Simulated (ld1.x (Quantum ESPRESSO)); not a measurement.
## u(r) = r·R(r): atom against pseudo-atom (antimony)

Columns: radius, all-electron u(r) and pseudo u(r) of the 5s shell (level -20.64 eV) of antimony in the configuration [Kr] 4d10 5s2 5p2; PBE, scalar-relativistic, TM semilocal scheme, ld1.x (Quantum ESPRESSO) 7.5.

```json
{"r (bohr)": "0.110", "all-electron": "-0.1190", "pseudo": "0.0164"}
{"r (bohr)": "0.220", "all-electron": "0.2393", "pseudo": "0.0340"}
{"r (bohr)": "0.330", "all-electron": "0.1307", "pseudo": "0.0544"}
{"r (bohr)": "0.440", "all-electron": "-0.1647", "pseudo": "0.0790"}
{"r (bohr)": "0.550", "all-electron": "-0.3563", "pseudo": "0.1097"}
{"r (bohr)": "0.660", "all-electron": "-0.3822", "pseudo": "0.1483"}
{"r (bohr)": "0.770", "all-electron": "-0.2819", "pseudo": "0.1966"}
{"r (bohr)": "0.880", "all-electron": "-0.1142", "pseudo": "0.2559"}
{"r (bohr)": "0.990", "all-electron": "0.0744", "pseudo": "0.3263"}
{"r (bohr)": "1.100", "all-electron": "0.2549", "pseudo": "0.4058"}
{"r (bohr)": "1.210", "all-electron": "0.4121", "pseudo": "0.4905"}
{"r (bohr)": "1.320", "all-electron": "0.5399", "pseudo": "0.5741"}
{"r (bohr)": "1.430", "all-electron": "0.6377", "pseudo": "0.6494"}
{"r (bohr)": "1.540", "all-electron": "0.7076", "pseudo": "0.7104"}
{"r (bohr)": "1.650", "all-electron": "0.7529", "pseudo": "0.7533"}
{"r (bohr)": "1.760", "all-electron": "0.7776", "pseudo": "0.7776"}
{"r (bohr)": "1.870", "all-electron": "0.7853", "pseudo": "0.7853"}
{"r (bohr)": "1.980", "all-electron": "0.7795", "pseudo": "0.7795"}
{"r (bohr)": "2.090", "all-electron": "0.7629", "pseudo": "0.7629"}
{"r (bohr)": "2.200", "all-electron": "0.7381", "pseudo": "0.7381"}
{"r (bohr)": "2.310", "all-electron": "0.7074", "pseudo": "0.7074"}
{"r (bohr)": "2.420", "all-electron": "0.6725", "pseudo": "0.6725"}
{"r (bohr)": "2.530", "all-electron": "0.6348", "pseudo": "0.6348"}
{"r (bohr)": "2.640", "all-electron": "0.5957", "pseudo": "0.5957"}
{"r (bohr)": "2.750", "all-electron": "0.5560", "pseudo": "0.5560"}
{"r (bohr)": "2.860", "all-electron": "0.5165", "pseudo": "0.5165"}
```

(1) How many radial nodes do the two functions have?

(2) At about which radius was the pseudo-wave matched?

(3) Is the pseudo-wave norm-conserving?

Answers

(1) The all-electron 5s function has n − l − 1 = 4 (the table is too coarse to show those close to the nucleus); the pseudo-wave has 0, since the states of the same l below it are removed with the core.

(2) 1.90 bohr. The columns agree to 0.0005 from 1.65 bohr on; several derivatives are matched, so the curves merge somewhat inside the radius.

(3) Yes: the TM semilocal scheme keeps the norm inside the radius equal to the all-electron one, which fixes the energy derivative of the logarithmic derivative at the level.
